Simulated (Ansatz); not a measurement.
```xyz
8

N    -1.452   -2.453   -1.294
C    -1.023   -1.549   -0.725
Sn   -0.225    0.079    0.278
F    -1.384    0.484    1.709
C    -0.136    1.750   -0.943
N    -0.076    2.670   -1.631
C     1.629   -0.366    1.087
N     2.666   -0.616    1.519
```

Total charge 0; spin multiplicity 1. Sn takes the def2 core potential.

(1) List the B3LYP/def2-TZVPP orbital energies in eV (Ansatz 0.2.0). (Estimate.)

Results:

(1) The calculation gave: Occupied: -672.33, -391.35, -391.35, -391.35, -279.14, -279.14, -279.14, -142.30, -97.16, -97.15, -97.15, -33.49, -31.50, -31.50, -31.34, -31.34, -30.57, -26.23, -26.20, -26.20, -18.47, -14.88, -14.88, -13.62, -12.41, -12.41, -11.61, -11.33, -11.33, -11.12, -11.04, -11.04, -10.96, -10.93, -10.93. Lowest empty: -3.40, -2.51, -2.34, -2.34, -1.03, -1.03, -0.32, 0.52.

B3LYP here is the variant with VWN-RPA as its local correlation; programs differ in this.
